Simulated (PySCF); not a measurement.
Screening by computed properties: pick the candidate that meets the target.

Each SMILES stands for a single optimised conformer of the isolated species (atoms past krypton carry core potentials, spin–orbit coupling is left out); the electronic structure was computed with PySCF and density fitting.

The conformers computed, where there is a choice (atom-mapped SMILES and torsion angles):
- `[CH3:1][CH2:2][CH:3]([O:4][CH3:5])[O:6][CH3:7]`: C1–C2–C3–O4 -63°, C2–C3–O4–C5 173°, C2–C3–O6–C7 -88°

**Question.** Wanted: HOMO energy below -7.5 eV (B3LYP/def2-SVPD) and HOMO–LUMO gap above 4.8 eV (B3LYP/def2-SVPD), at PBE0-D3(BJ)/def2-SVP geometries. Which candidate meets both?
A. Cu(AsH3)I, `[AsH3]->[Cu][I]`
B. Ta(NMe)F3, `C[N]=[Ta]([F])([F])[F]`
C. lithium bromide, `[Li][Br]`
D. 1,1-dimethoxypropane, `C(C(OC)OC)C`

**Answer.** B. Computed values:
```
                          species  HOMO energy  HOMO–LUMO gap
Ta(NMe)F3, C[N]=[Ta]([F])([F])[F]     -7.76 eV        6.42 eV
1,1-dimethoxypropane, C(C(OC)OC)C     -7.30 eV        7.73 eV
        lithium bromide, [Li][Br]     -6.59 eV        4.88 eV
       Cu(AsH3)I, [AsH3]->[Cu][I]     -6.14 eV        4.78 eV
```
